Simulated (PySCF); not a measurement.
HMoO₃, SMILES [O]=[Mo+](=[O])[OH], charge +1, multiplicity 1. Coordinates come from a B3LYP-D3(BJ)/def2-SVP optimisation. The multiplicity is an assumed one; other spin states were not compared. The isomer is the one that the SMILES or the coordinates give; other isomers of the formula were not compared. The def2 effective core potentials stand for the cores of Mo; spin–orbit coupling is left out. The values are those of a single conformer.

Method: B3LYP-D3(BJ)/def2-SVP (PySCF).

Harmonic wavenumbers (cm⁻¹): 108, 235, 268, 393, 541, 849, 1050, 1087, 3738. Rotational constants (GHz): 7.406, 5.877, 3.960; symmetry number 1.

### Question
Work out the zero-point energy and the ideal-gas rigid-rotor harmonic-oscillator thermochemistry at 298.15 K and 1 atm.

### Answer
ZPE = ½ Σ hcν = ½ × 8270 cm⁻¹ = 49.47 kJ/mol. H − E(el) = 65.48 kJ/mol. Entropy in J/(mol K): translation 170.81, rotation 104.75, vibration 36.06, total 311.62. G − E(el) = -27.43 kJ/mol. Cp = 72.15 J/(mol K). Modes under 150 cm⁻¹ make the vibrational entropy uncertain.
